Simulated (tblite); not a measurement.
A geometry optimisation, step by step.

Species: C₃H₄F₆Ge.
SMILES with atom numbers: `[F:1][C:2]([F:3])([F:4])[CH2:5][GeH2:6][C:7]([F:8])([F:9])[F:10]` (hydrogens: H11, H12 on C5; H13, H14 on Ge6)

Computed with GFN2-xTB (tblite), gas phase: L-BFGS steps from a force-field or distance-geometry start until the largest atomic force falls under 0.01 eV/Å. 8 of its 28 geometries are shown.

Step 0: E = -1055.4894 eV, largest atomic force 2.367 eV/Å
```
atom  x, y, z in Å  |  force x, y, z in eV/Å
F1      2.451   -0.387   -1.135   -0.163   0.169   1.759
C2      2.165   -0.123    0.188    0.050   0.380   0.429
F3      3.152    0.714    0.702   -0.973  -1.415  -0.847
F4      2.199   -1.307    0.900    0.257   1.291  -1.053
C5      0.802    0.533    0.345    0.232   0.590  -0.154
Ge6    -0.623   -0.613   -0.356    1.372  -1.855  -0.527
C7     -2.329    0.290   -0.151   -0.859   0.311   0.268
F8     -2.549    0.551    1.195   -0.259  -0.050  -1.661
F9     -3.331   -0.526   -0.635    0.694   1.337   0.691
F10    -2.317    1.475   -0.846   -0.559  -1.036   0.849
H11     0.596    0.747    1.406    0.357  -0.009  -0.305
H12     0.789    1.490   -0.223    0.225  -0.430   0.408
H13    -0.372   -0.900   -1.845   -0.219   0.129   0.481
H14    -0.634   -1.946    0.433   -0.156   0.588  -0.336
```

Step 4: E = -1055.9341 eV, largest atomic force 0.157 eV/Å
```
atom  x, y, z in Å  |  force x, y, z in eV/Å
F1      2.443   -0.382   -1.072   -0.113   0.033  -0.063
C2      2.142   -0.096    0.206    0.108  -0.012   0.023
F3      3.137    0.665    0.673    0.058   0.005   0.013
F4      2.208   -1.267    0.862   -0.103  -0.023   0.042
C5      0.798    0.545    0.341   -0.001   0.091   0.025
Ge6    -0.561   -0.680   -0.376    0.052  -0.040  -0.029
C7     -2.309    0.275   -0.150   -0.080  -0.005   0.003
F8     -2.575    0.557    1.139    0.014  -0.020  -0.055
F9     -3.330   -0.469   -0.607   -0.032   0.068   0.037
F10    -2.352    1.445   -0.813    0.027  -0.050   0.022
H11     0.617    0.751    1.395    0.036   0.073   0.074
H12     0.804    1.485   -0.209    0.040   0.098   0.014
H13    -0.380   -0.900   -1.834    0.012  -0.077  -0.136
H14    -0.642   -1.931    0.422   -0.018  -0.141   0.031
```

Step 8: E = -1055.9451 eV, largest atomic force 0.091 eV/Å
```
atom  x, y, z in Å  |  force x, y, z in eV/Å
F1      2.422   -0.376   -1.076   -0.019   0.004   0.032
C2      2.145   -0.091    0.210   -0.085   0.032  -0.008
F3      3.150    0.658    0.673    0.019  -0.078  -0.030
F4      2.191   -1.265    0.866   -0.018   0.043  -0.023
C5      0.802    0.561    0.348   -0.022   0.004   0.011
Ge6    -0.549   -0.692   -0.382   -0.025   0.030   0.015
C7     -2.311    0.268   -0.152    0.005  -0.017  -0.010
F8     -2.575    0.555    1.135    0.060  -0.027   0.049
F9     -3.345   -0.458   -0.602   -0.032  -0.032  -0.023
F10    -2.347    1.439   -0.811    0.068   0.001  -0.037
H11     0.626    0.766    1.405   -0.002   0.038  -0.019
H12     0.813    1.503   -0.203    0.006  -0.001   0.041
H13    -0.378   -0.916   -1.855    0.016  -0.033   0.074
H14    -0.645   -1.954    0.423    0.030   0.037  -0.073
```

Step 12: E = -1055.9503 eV, largest atomic force 0.079 eV/Å
```
atom  x, y, z in Å  |  force x, y, z in eV/Å
F1      2.403   -0.371   -1.075   -0.033  -0.017  -0.048
C2      2.134   -0.085    0.211    0.032  -0.047  -0.005
F3      3.160    0.639    0.666   -0.035   0.032  -0.002
F4      2.173   -1.259    0.864   -0.044  -0.064   0.012
C5      0.798    0.573    0.354   -0.010   0.022   0.001
Ge6    -0.549   -0.690   -0.382    0.029   0.026   0.014
C7     -2.313    0.260   -0.155    0.049  -0.023  -0.006
F8     -2.559    0.546    1.138    0.004  -0.004  -0.059
F9     -3.356   -0.455   -0.602    0.037   0.053   0.029
F10    -2.329    1.433   -0.816   -0.014  -0.035   0.032
H11     0.628    0.784    1.410   -0.041   0.000   0.027
H12     0.818    1.515   -0.192   -0.039   0.033  -0.027
H13    -0.372   -0.932   -1.849    0.029   0.010   0.036
H14    -0.638   -1.959    0.407    0.036   0.013  -0.004
```

Step 15: E = -1055.9524 eV, largest atomic force 0.052 eV/Å
```
atom  x, y, z in Å  |  force x, y, z in eV/Å
F1      2.392   -0.372   -1.079   -0.030  -0.020   0.021
C2      2.130   -0.087    0.210   -0.036   0.007  -0.004
F3      3.160    0.634    0.662   -0.038  -0.011  -0.007
F4      2.161   -1.263    0.864   -0.022   0.006  -0.032
C5      0.795    0.579    0.357    0.040   0.013   0.010
Ge6    -0.545   -0.686   -0.380    0.035  -0.027   0.001
C7     -2.308    0.255   -0.157   -0.008   0.026   0.005
F8     -2.551    0.542    1.135    0.010   0.010   0.034
F9     -3.357   -0.449   -0.600    0.005  -0.029  -0.012
F10    -2.322    1.427   -0.816    0.010   0.036  -0.013
H11     0.624    0.791    1.413   -0.017  -0.010  -0.011
H12     0.815    1.523   -0.190   -0.022  -0.009  -0.004
H13    -0.365   -0.937   -1.841    0.039   0.021  -0.027
H14    -0.630   -1.958    0.399    0.033  -0.012   0.039
```

Step 19: E = -1055.9547 eV, largest atomic force 0.101 eV/Å
```
atom  x, y, z in Å  |  force x, y, z in eV/Å
F1      2.370   -0.379   -1.081   -0.002   0.014  -0.020
C2      2.118   -0.087    0.209    0.001   0.009  -0.001
F3      3.153    0.626    0.657    0.040  -0.018   0.003
F4      2.141   -1.267    0.856   -0.008   0.011   0.022
C5      0.793    0.589    0.360   -0.094  -0.031  -0.022
Ge6    -0.534   -0.688   -0.378   -0.066  -0.013  -0.024
C7     -2.302    0.255   -0.157    0.019  -0.006   0.005
F8     -2.540    0.541    1.137    0.003   0.010  -0.022
F9     -3.354   -0.448   -0.599    0.033   0.012   0.006
F10    -2.312    1.429   -0.816   -0.002  -0.015   0.022
H11     0.616    0.797    1.416    0.015   0.008   0.005
H12     0.806    1.530   -0.190    0.011  -0.004   0.008
H13    -0.346   -0.937   -1.840    0.028   0.020  -0.014
H14    -0.610   -1.961    0.403    0.022   0.003   0.031
```

Step 23: E = -1055.9560 eV, largest atomic force 0.022 eV/Å
```
atom  x, y, z in Å  |  force x, y, z in eV/Å
F1      2.359   -0.380   -1.083    0.000   0.018  -0.003
C2      2.111   -0.087    0.207   -0.002  -0.008  -0.001
F3      3.151    0.618    0.654   -0.008  -0.007  -0.008
F4      2.129   -1.267    0.855   -0.003   0.003   0.016
C5      0.784    0.590    0.360    0.022  -0.003   0.002
Ge6    -0.535   -0.692   -0.380    0.012  -0.002  -0.001
C7     -2.296    0.254   -0.157   -0.005  -0.005  -0.001
F8     -2.534    0.542    1.136    0.001   0.000   0.004
F9     -3.348   -0.447   -0.598   -0.016   0.001   0.000
F10    -2.307    1.429   -0.814    0.007  -0.001  -0.001
H11     0.612    0.800    1.416   -0.003  -0.004  -0.008
H12     0.802    1.532   -0.188   -0.008  -0.008   0.000
H13    -0.331   -0.932   -1.841    0.003   0.006  -0.004
H14    -0.597   -1.961    0.410    0.000   0.010   0.005
```

Step 27: E = -1055.9561 eV, largest atomic force 0.008 eV/Å
```
atom  x, y, z in Å  |  force x, y, z in eV/Å
F1      2.357   -0.378   -1.084    0.001  -0.006   0.002
C2      2.110   -0.088    0.207    0.004   0.004   0.001
F3      3.151    0.617    0.653    0.006   0.003   0.003
F4      2.127   -1.267    0.857    0.002  -0.001  -0.006
C5      0.784    0.590    0.360   -0.006   0.001   0.000
Ge6    -0.534   -0.692   -0.380   -0.005   0.001  -0.002
C7     -2.297    0.254   -0.157   -0.001  -0.003  -0.001
F8     -2.533    0.541    1.137    0.001  -0.004  -0.002
F9     -3.350   -0.446   -0.598   -0.005   0.006   0.003
F10    -2.305    1.428   -0.814    0.003  -0.005  -0.001
H11     0.612    0.800    1.416   -0.002  -0.003   0.004
H12     0.801    1.532   -0.188   -0.001   0.001  -0.004
H13    -0.329   -0.931   -1.842    0.001   0.003  -0.001
H14    -0.595   -1.959    0.411    0.000   0.003   0.003
```

Task: Summarise the path.

Result: The energy falls by 0.4667 eV from step 0 to step 27; nine tenths of that is first reached at step 3. It falls at every step. The largest force goes from 2.367 to 0.008 eV/Å. Among the bonds Ge6–C7 changes most, from 1.941 to 2.012 Å; the atoms move by 0.077 Å rms after alignment.

Task: Follow the three bonds and two angles with the largest change from start to end.

Result: 
```csv
step,E above end (eV),largest force (eV/Å),Ge6–C7 (Å),C2–F3 (Å),Ge6–H14 (Å),C2–C5–Ge6 (°),C5–Ge6–C7 (°)
0,0.4667,2.367,1.941,1.392,1.550,111.3,109.2
1,0.1899,1.255,1.984,1.360,1.522,110.2,107.8
2,0.0552,0.969,2.013,1.326,1.488,109.2,106.1
4,0.0220,0.157,2.005,1.336,1.486,108.7,105.3
5,0.0197,0.131,2.007,1.337,1.488,108.6,105.2
6,0.0151,0.167,2.012,1.338,1.494,108.2,104.9
7,0.0130,0.104,2.016,1.337,1.497,107.9,104.7
8,0.0110,0.091,2.020,1.336,1.500,107.6,104.6
9,0.0097,0.094,2.022,1.336,1.500,107.4,104.6
11,0.0070,0.089,2.020,1.335,1.499,107.1,104.5
12,0.0058,0.079,2.017,1.336,1.497,106.9,104.6
13,0.0049,0.062,2.014,1.336,1.495,106.7,104.6
14,0.0042,0.075,2.012,1.336,1.494,106.6,104.6
15,0.0037,0.052,2.011,1.336,1.494,106.4,104.6
16,0.0032,0.054,2.011,1.335,1.494,106.1,104.6
18,0.0020,0.110,2.014,1.334,1.494,105.6,104.4
19,0.0014,0.101,2.016,1.334,1.495,105.3,104.2
20,0.0008,0.075,2.015,1.334,1.495,105.1,104.0
21,0.0004,0.050,2.014,1.334,1.496,105.0,103.8
22,0.0002,0.032,2.012,1.334,1.496,105.0,103.7
23,0.0001,0.022,2.011,1.334,1.496,105.0,103.7
25,0.0000,0.014,2.012,1.334,1.495,105.0,103.7
26,0.0000,0.010,2.012,1.334,1.495,105.0,103.7
27,0.0000,0.008,2.012,1.334,1.495,105.0,103.7
```

What follows is the cost of the whole relaxation. Hardware: an Arm Neoverse V2 with one thread, no GPU, on a shared host. Cost: 0.16 s of wall time.
